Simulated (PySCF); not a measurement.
Geometry (Å), atoms numbered from 1 in this order:
```xyz
20

C    -2.0000   -0.9818    0.1111
C    -0.7944   -0.3305   -0.5630
C    -1.0078    1.1757   -0.6892
C     0.4988   -0.6623    0.2085
C     0.6337    0.1214    1.4955
N     1.6015    0.9431    1.4989
N     2.2285    0.9358    0.2989
C     1.7848   -0.2056   -0.5084
H    -1.8624   -2.0578    0.1959
H    -2.9005   -0.7979   -0.4705
H    -2.1492   -0.5731    1.1073
H    -0.6928   -0.7573   -1.5685
H    -0.1536    1.6558   -1.1592
H    -1.8905    1.3793   -1.2913
H    -1.1485    1.6226    0.2924
H     0.5088   -1.7393    0.4043
H    -0.0263    0.0353    2.3364
H     3.2184    1.1261    0.3554
H     1.6046    0.1206   -1.5347
H     2.5417   -0.9996   -0.5229
```

Computational details: PBE0/pcSseg-1 with gauge-including orbitals, geometry from GFN2-xTB, in PySCF 2.14 (rapidly exchanging positions averaged, one computed conformer, no relativistic terms, no solvent model).

δ = σ(ref) − σ, references computed at the same level: ¹³C and ¹H against TMS; ¹⁵N vs NH3.

| atoms | nucleus | count | δ (ppm) |
| --- | --- | --- | --- |
| C2 | ¹³C | 1 | 37.2 |
| H19 | ¹H | 1 | 3.31 |
| N7 | ¹⁵N | 1 | 149.0 |
| H12 | ¹H | 1 | 1.47 |
| C8 | ¹³C | 1 | ? |
| H18 | ¹H | 1 | 4.84 |
| N6 | ¹⁵N | 1 | 397.8 |
| C5 | ¹³C | 1 | ? |
| H9/H10/H11 | ¹H | 3 | 1.05 |
| C3 | ¹³C | 1 | ? |
| H17 | ¹H | 1 | 6.30 |
| C4 | ¹³C | 1 | 55.4 |
| H16 | ¹H | 1 | 3.00 |
| H13/H14/H15 | ¹H | 3 | 0.92 |
| C1 | ¹³C | 1 | ? |
| H20 | ¹H | 1 | ? |

Problem. Fill in the missing shifts.

Solution. 
- C5: 138.4 ppm, C=N carbon
- C8: 54.9 ppm, sp3 CH2 bonded to N; the inductive effect lowers its shielding
- C1: 24.1 ppm, methyl carbon; saturated and bonded to C and H only
- C3: 17.3 ppm, methyl carbon; saturated and bonded to C and H only
- H20: 3.71 ppm, hydrogen on an sp3 CH2 bonded to N; its carbon carries N, which withdraws density

Exchangeable OH/NH protons stand at their gas-phase positions; hydrogen bonding in a real sample shifts them, mostly to higher δ. Shifts are as computed. Against solution values, carbons near 30 ppm lie about +3 ppm off and those near 130 ppm about +5 ppm. Of 1211 compounds with measured shifts, 218 miss one by over three times the rms of a fit or turn the order of signals round; such compounds aren't used in these exercises. Experimental scales use liquid or dissolved standards, which lie at an offset from isolated NH3 (liquid NH3: subtract about 20 ppm). Unscaled 15N shifts of sp2 nitrogen come out 20 to 40 ppm too high even then.
